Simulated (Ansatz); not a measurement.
Consider the ligand exchange at the Si–O bond: `BOCO[SiH3]` + `[NH2][Cd][OH]` → `[NH2][Cd][O][SiH3]` + `BOCO`.

Computed with Ansatz on PBE0-D4/def2-TZVP structures; ΔE is electronic, products minus reactants. CCSD(T)/CBS adds triple-zeta CCSD(T) − MP2 to the extrapolated MP2 energy (def2 sets, frozen cores). DFT in def2-TZVPP. B3LYP here is the variant with VWN-RPA as its local correlation; programs differ in this. HSE06 is defined as in plane-wave codes. Elements past krypton have def2 core potentials. For Cd outer-core shells are correlated without core-valence functions, which leaves a few kJ/mol of doubt a bond. One conformer a species, not always the lowest.

```json
{"level": "LDA (SPW92)", "ΔE (kJ/mol)": "-20.1", "difference from CCSD(T)/CBS": "5.6"}
{"level": "PBE-D4", "ΔE (kJ/mol)": "-21.9", "difference from CCSD(T)/CBS": "3.8"}
{"level": "revPBE-D4", "ΔE (kJ/mol)": "-20.6", "difference from CCSD(T)/CBS": "5.1"}
{"level": "BLYP-D4", "ΔE (kJ/mol)": "-19.7", "difference from CCSD(T)/CBS": "6.0"}
{"level": "r2SCAN-D4", "ΔE (kJ/mol)": "-25.6", "difference from CCSD(T)/CBS": "0.1"}
{"level": "B97M-V", "ΔE (kJ/mol)": "-28.9", "difference from CCSD(T)/CBS": "-3.2"}
{"level": "B3LYP-D4", "ΔE (kJ/mol)": "-24.5", "difference from CCSD(T)/CBS": "1.2"}
{"level": "r2SCANh-D4", "ΔE (kJ/mol)": "-27.3", "difference from CCSD(T)/CBS": "-1.6"}
{"level": "HSE06-D4", "ΔE (kJ/mol)": "-27.5", "difference from CCSD(T)/CBS": "-1.8"}
{"level": "BHLYP-D4", "ΔE (kJ/mol)": "-30.9", "difference from CCSD(T)/CBS": "-5.2"}
{"level": "CAM-B3LYP-D4", "ΔE (kJ/mol)": "-26.6", "difference from CCSD(T)/CBS": "-0.9"}
{"level": "ωB97X-V", "ΔE (kJ/mol)": "-28.1", "difference from CCSD(T)/CBS": "-2.4"}
{"level": "ωB97M-V", "ΔE (kJ/mol)": "-27.9", "difference from CCSD(T)/CBS": "-2.2"}
{"level": "B2PLYP", "ΔE (kJ/mol)": "-28.1", "difference from CCSD(T)/CBS": "-2.4"}
{"level": "PBE-QIDH", "ΔE (kJ/mol)": "-31.5", "difference from CCSD(T)/CBS": "-5.8"}
{"level": "revPBE", "ΔE (kJ/mol)": "-25.3", "difference from CCSD(T)/CBS": "0.4"}
{"level": "BLYP", "ΔE (kJ/mol)": "-23.1", "difference from CCSD(T)/CBS": "2.6"}
{"level": "r2SCAN", "ΔE (kJ/mol)": "-26.2", "difference from CCSD(T)/CBS": "-0.5"}
{"level": "PBE0", "ΔE (kJ/mol)": "-28.8", "difference from CCSD(T)/CBS": "-3.1"}
{"level": "B3LYP", "ΔE (kJ/mol)": "-26.9", "difference from CCSD(T)/CBS": "-1.2"}
{"level": "r2SCANh", "ΔE (kJ/mol)": "-27.9", "difference from CCSD(T)/CBS": "-2.2"}
{"level": "r2SCAN0", "ΔE (kJ/mol)": "-30.1", "difference from CCSD(T)/CBS": "-4.4"}
{"level": "BHLYP", "ΔE (kJ/mol)": "-31.8", "difference from CCSD(T)/CBS": "-6.1"}
{"level": "CAM-B3LYP", "ΔE (kJ/mol)": "-28.0", "difference from CCSD(T)/CBS": "-2.3"}
{"level": "LC-ωPBE", "ΔE (kJ/mol)": "-30.6", "difference from CCSD(T)/CBS": "-4.9"}
{"level": "RPA@PBE/def2-TZVPP", "ΔE (kJ/mol)": "-29.4", "difference from CCSD(T)/CBS": "-3.7"}
{"level": "HF/def2-SVP", "ΔE (kJ/mol)": "-46.5", "difference from CCSD(T)/CBS": "-20.8"}
{"level": "MP2/def2-SVP", "ΔE (kJ/mol)": "-38.2", "difference from CCSD(T)/CBS": "-12.5"}
{"level": "CCSD/def2-SVP", "ΔE (kJ/mol)": "-38.7", "difference from CCSD(T)/CBS": "-13.0"}
{"level": "HF/def2-TZVPP", "ΔE (kJ/mol)": "-39.9", "difference from CCSD(T)/CBS": "-14.2"}
{"level": "MP2/def2-TZVPP", "ΔE (kJ/mol)": "-29.0", "difference from CCSD(T)/CBS": "-3.3"}
{"level": "SCS-MP2/def2-TZVPP", "ΔE (kJ/mol)": "-30.7", "difference from CCSD(T)/CBS": "-5.0"}
{"level": "CCSD/def2-TZVPP", "ΔE (kJ/mol)": "-31.8", "difference from CCSD(T)/CBS": "-6.1"}
{"level": "CCSD(T)/def2-TZVPP", "ΔE (kJ/mol)": "-30.5", "difference from CCSD(T)/CBS": "-4.8"}
{"level": "HF/def2-QZVPP", "ΔE (kJ/mol)": "-38.7", "difference from CCSD(T)/CBS": "-13.0"}
{"level": "MP2/def2-QZVPP", "ΔE (kJ/mol)": "-25.9", "difference from CCSD(T)/CBS": "-0.2"}
{"level": "SCS-MP2/def2-QZVPP", "ΔE (kJ/mol)": "-27.7", "difference from CCSD(T)/CBS": "-2.0"}
{"level": "HF/CBS(def2)", "ΔE (kJ/mol)": "-38.6", "difference from CCSD(T)/CBS": "-12.9"}
{"level": "MP2/CBS(def2)", "ΔE (kJ/mol)": "-24.3", "difference from CCSD(T)/CBS": "1.4"}
{"level": "CCSD/CBS(def2)", "ΔE (kJ/mol)": "-27.1", "difference from CCSD(T)/CBS": "-1.4"}
{"level": "CCSD(T)/CBS", "ΔE (kJ/mol)": "-25.7", "difference from CCSD(T)/CBS": "0"}
```

Task: What do rigid-rotor, harmonic-oscillator terms from PBE0-D4/def2-TZVP frequencies (298.15 K, 1 bar) make of the CCSD(T)/CBS value? (An estimate is asked.)

Result: Computed: ΔZPE = +2.2 kJ/mol, ΔH = -23.2 kJ/mol, ΔS = 17 J/(mol·K), ΔG = -28.2 kJ/mol. Modes under 50 cm⁻¹ make the entropy rough.

Largest T1 diagnostic among the species: 0.016.

From PBE to PBE0 (25 % exact exchange), in def2-TZVPP and without D4, ΔE moves by −5.3 kJ/mol. At CCSD(T), def2-SVP lies −11.6 kJ/mol from the extrapolated value and def2-TZVPP −4.8 kJ/mol.
